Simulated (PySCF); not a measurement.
Choosing a molecule for a target property.

Each SMILES stands for a single optimised conformer of the isolated species, non-relativistic unless stated; the electronic structure was computed with PySCF and density fitting.

Dipoles, sizes and rotational constants follow the conformer. The torsions of the flexible species, by atom-mapped SMILES:
- `[CH3:1][C@@H:2]([NH2:3])[C:4]1[CH2:5][CH2:6][CH2:7]1`: C1–C2–C4–C5 -66°, H–N3–C2–C1 180°, H–N3–C2–C1 62°
- `[CH3:1][CH:2][N:3]1[CH2:4][CH2:5][C@H:6]1[CH3:7]`: C1–C2–N3–C4 -50°
- `[H]/[N:1]=[C:2]/[C@@H:3]([CH:4]([F:5])[F:6])[C:7]([F:8])([F:9])[F:10]`: N1–C2–C3–C4 16°, C2–C3–C4–F5 -71°, C2–C3–C7–F8 59°
- `[CH2:1]=[CH:2][C@:3]([CH3:4])([NH:5])[CH2:6][CH3:7]`: C1–C2–C3–C4 145°, C2–C3–C6–C7 67°, H–N5–C3–C2 -4°

**Question.** Wanted: isotropic g value above 2.0027 (unrestricted B3LYP/pcH-1, mean-field spin–orbit) and smallest rotational constant below 1.7 GHz (GFN2-xTB), at GFN2-xTB geometries. Which candidate meets both?
A. `[H]/N=[C]/[C@@H](C(F)F)C(F)(F)F` [radical]
B. `C=C[C@](C)([NH])CC` [radical]
C. `C[CH]N1CC[C@H]1C` [radical]
D. `C[C@@H](N)[C]1CCC1` [radical]

**Answer.** C. Computed values:
| species | isotropic g value | smallest rotational constant |
| --- | --- | --- |
| [H]/N=[C]/[C@@H](C(F)F)C(F)(F)F [radical] | 2.00134 | 0.889 GHz |
| C[C@@H](N)[C]1CCC1 [radical] | 2.00258 | 1.588 GHz |
| C[CH]N1CC[C@H]1C [radical] | 2.00274 | 1.485 GHz |
| C=C[C@](C)([NH])CC [radical] | 2.00438 | 1.859 GHz |
